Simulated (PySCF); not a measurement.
Br (SMILES [Br+]), charge +1, triplet.

Here is a job for PySCF.
```python
from pyscf import gto, scf, dft

mol = gto.Mole()
mol.atom = '''
    Br    0.00000000    0.00000000    0.00000000
'''
mol.basis = '6-31g'
mol.charge = 1
mol.spin = 2
mol.verbose = 4
mol.build()

mf = dft.UKS(mol)
mf.xc = 'tpss'
mf.kernel()
```

**Question.** What HOMO energy does TPSS/6-31G in PySCF give?

**Answer.** -16.47 eV

**Question.** Give the <S^2> at the level TPSS/6-31G.

**Answer.** 2.000

**Question.** What total energy does TPSS/6-31G give?

**Answer.** -2573.2054 Eh

These values belong to the state on which the SCF converged, which isn't shown to be the lowest.
